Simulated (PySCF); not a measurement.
H2MoS4, SMILES [Mo]([SH])(=[S])([SH])=[S], multiplicity 1.

The structure is a stationary point at B3LYP-D3(BJ)/def2-SVP. The spin state was assumed, not searched. The structure was generated by enumeration; whether it is a known compound was not checked. The def2 effective core potentials stand for the cores of Mo; spin–orbit coupling is left out. The values are those of a single conformer.

Two levels are set side by side: TDDFT-PBE/def2-SVPD (PySCF) and TDDFT-LC-ωPBE/def2-SVPD (PySCF). Vertical, same geometry. The lowest singlet is HOMO→LUMO 99 % with PBE and HOMO→LUMO 42 %, HOMO−1→LUMO 38 %, HOMO−1→LUMO+1 13 % with the other functional; states are paired by order. Differences are taken from unrounded values.

| quantity | TDDFT-LC-ωPBE |
|---|---|
| lowest singlet excitation (eV) | 2.36 |
| lowest triplet excitation (TDA) (eV) | 2.09 |

Problem. What does TDDFT-PBE give, and how far is it from TDDFT-LC-ωPBE? (Estimate from the structure and the level; the computed values follow.)

Solution. 
```
quantity                              TDDFT-PBE  TDDFT-PBE minus TDDFT-LC-ωPBE
------------------------------------  ---------  -----------------------------
lowest singlet excitation (eV)             2.28                          -0.08
lowest triplet excitation (TDA) (eV)       2.06                          -0.02
```

Functionals without exact exchange tend to place singlet excitations lower, as here. Differences between two approximate levels are no errors against the true value.

Rough cost on one machine, each run with all the roots and properties that it gave: TDDFT-LC-ωPBE against TDDFT-PBE about 10 times.
